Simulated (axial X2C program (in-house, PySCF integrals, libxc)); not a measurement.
# Nuclear properties of STeS⁺

Computed with an in-house all-electron X2C program for linear molecules (integrals from PySCF): two-component X2C with atomic mean-field Coulomb and Gaunt terms, Gaussian nuclei, basis S dyall-av3z, Te dyall-v3z with contracted cores.

S–Te–S held linear, with bonds 2.242 and 2.242 Å (near the PBE0 minimum at charge 1 of the determinant lowest at the starting distance; the state shown can have its own minimum elsewhere, held linear; other orders of the atoms were not compared).

Input and command:
```json
{"zs": [16, 52, 16], "q": 1, "bas": ["dyall-av3z", "dyall-v3z", "dyall-av3z"], "r0": [2.22, 2.22], "symm": 1, "scan": ["PBE0", "HF", "r2SCAN"], "levels": ["PBE0", "HF", "BHandHLYP"], "nst": 2}
```
```bash
python solin.py task.json out
```

Keys: zs atomic numbers; q charge; bas basis sets; r0 starting distance in Å; symm equal bonds; scan levels of the two-bond scan; levels methods; nst determinants followed.

Determinant lowest in the PBE0 search, Ω = 1/2 (⟨Sz⟩ = 0.50, ⟨Lz⟩ = 0.00 at PBE0), spin on the atoms S 0.23, Te 0.05, S 0.23:

```csv
level,A∥/gI S (MHz),qzz S (a.u.),A∥/gI Te (MHz),qzz Te (a.u.)
PBE0,206,0.64,3490,-1.92
HF,88,0.04,105,-2.58
BHandHLYP,194,0.65,3380,-2.80
```

Determinant 0.84 eV from it at PBE0 and this distance, Ω = 3/2 (⟨Sz⟩ = 0.50, ⟨Lz⟩ = 1.00 at PBE0), spin on the atoms S 0.08, Te 0.35, S 0.08:

```csv
level,A∥/gI S (MHz),qzz S (a.u.),A∥/gI Te (MHz),qzz Te (a.u.)
PBE0,91.8,3.80,527,1.19
HF,2.59,2.45,-701,-0.12
BHandHLYP,104,3.99,682,-0.32
```

A∥ (defined per Ω) follows by multiplying with gI = μI/(I μN); qzz is the electric field gradient, eQq0 = 234.96 MHz × Q/barn × qzz. The operators were transformed with the bare-nucleus X2C matrices; with these basis sets, hyperfine constants and field gradients can be off by tens of per cent, and where levels differ in sign neither size nor sign is settled.

The molecule was held linear; bending was not examined, so a bent shape may lie lower.

Each state is one determinant with collinear spin. Unrestricted Hartree–Fock can overshoot spin polarisation at the nuclei. At HF a later determinant lies lower. The search compared states at one distance, so a state with another bond length can lie lower. Where a field gradient or hyperfine factor spreads by more than a factor of two over the levels, a constant derived from it is not to be relied on. PBE0 term energies can be off by some tenths of an eV.
